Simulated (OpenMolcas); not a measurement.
## Mn: CASPT2 settings compared

| Quantity | Value |
| --- | --- |
| Program | OpenMolcas |
| Basis | ANO-RCC-VDZ [5s4p2d] |
| Scalar Hamiltonian | DKH2, point nucleus |
| Active space | 7 electrons in 6 orbitals (3d 4s) |
| State averaging | 2S+1 = 6 even, 6 roots; 2S+1 = 4 even, 52 roots kept (CI in the orbitals of an earlier block); 2S+1 = 2 even, 24 roots kept (CI in the orbitals of an earlier block) |
| Spin-orbit coupling | RASSI with atomic mean-field integrals over the reference wave functions, term energies averaged over their components |

Methods on the same reference wave functions:
A. CASSCF
B. SS-CASPT2, IPEA 0.35 Eh, sigma1 regulariser 0.3 Eh (closed shells correlated: none)
C. SS-CASPT2, IPEA 0.75 Eh, sigma2 regulariser 0.4 Eh (closed shells correlated: 2s 2p 3s 3p)
D. SS-CASPT2, IPEA 0.5 Eh, real shift 0.15 Eh (closed shells correlated: 2s 2p 3s 3p)

Energies in cm⁻¹ above 3d⁵ 4s² ⁶S_5/2, the measured ground level; measured values from NIST Handbook of Basic Atomic Spectroscopic Data.

| Level | A | B | C | D | Measured |
| --- | --- | --- | --- | --- | --- |
| 3d⁵ 4s² ⁶S_5/2 | 0.0 | 0.0 | 0.0 | 0.0 | 0.0 |
| 3d⁶ 4s ⁶D_9/2 | 13415 | 32180 | 30570 | 31050 | 17052 |
| 3d⁶ 4s ⁶D_7/2 | 13672 | 32440 | 30830 | 31310 | 17282 |
| 3d⁶ 4s ⁶D_5/2 | 13865 | 32630 | 31010 | 31490 | 17452 |
| 3d⁶ 4s ⁶D_3/2 | 14000 | 32760 | 31140 | 31610 | 17568 |
| 3d⁶ 4s ⁶D_1/2 | 14080 | 32840 | 31220 | 31690 | 17637 |
| 3d⁵ 4s² ⁴G_11/2 | 28008 | 31460 | 30870 | 31030 |  |
| 3d⁵ 4s² ⁴G_9/2 | 28009 | 31460 | 30870 | 31030 |  |
| 3d⁵ 4s² ⁴G_7/2 | 28011 | 31470 | 30870 | 31030 |  |
| 3d⁵ 4s² ⁴G_5/2 | 28012 | 31470 | 30880 | 31030 |  |

Deviations, from unrounded energies. A percentage is the sum of absolute deviations over the sum of measured energies, with the sign that they share, or ± where signs differ.

| Against measurement | Levels | A | B | C | D |
| --- | --- | --- | --- | --- | --- |
| mean absolute deviation (cm-1) | 5 | 3600 | 15000 | 14000 | 14000 |
| other configurations (%) | 5 | -20.6 | +87.2 | +77.9 | +80.6 |

A lies closest to measurement on these levels and B furthest from it. The largest miss of A in the table is 3d⁶ 4s ⁶D_9/2, by -3600 cm-1. The ranking rests on the paired levels alone, and a cruder setting can come out closer through cancelling errors.

Among B to D the level of the table that moves most is 3d⁶ 4s ⁶D_1/2, by 1600 cm-1 (lowest in C, highest in B). Moves below CASPT2's spread within the term are not significant.

The lowest spin-free term lies below A's lowest term by 0.173 hartree in B, 0.315 hartree in C, 0.324 hartree in D.

CASPT2 breaks the degeneracy within a term, and the mean is taken; among the terms shown or strongly mixed into the levels shown the widest spread is 150 cm-1 (3d⁵ 4s² ⁴G, C). Over all roots computed the reference weight is 0.89 to 0.97 in B, 0.89 to 0.95 in C; the roots of lowest weight are the least certain, and an intruder state may touch them. Terms from blocks run as CI alone lack orbitals of their own. A single d shell beside an s shell can misplace configurations of different d count against each other. Without dynamic correlation excited terms often stand tens of per cent too high (terms of higher spin than the ground term too low), and those without a measured partner can miss by more than the paired ones (holds for A). The CASPT2 spread within a term exceeds the gap to the next term for 3d⁶ 4s ⁶D and 3d⁵ 4s² ⁴G, so the order of their levels is uncertain, and so are names and mixing where such terms share a J (holds for C). Measured partners are found by configuration, term and J. A level has none where our copy of the source lacks it or the pairing is in doubt (some pairs that miss far off the trend of their configuration count as doubtful), and it then counts in no deviation. Only configurations of the active space appear. The table leaves out levels that lie high or whose names do not pair safely across all columns.
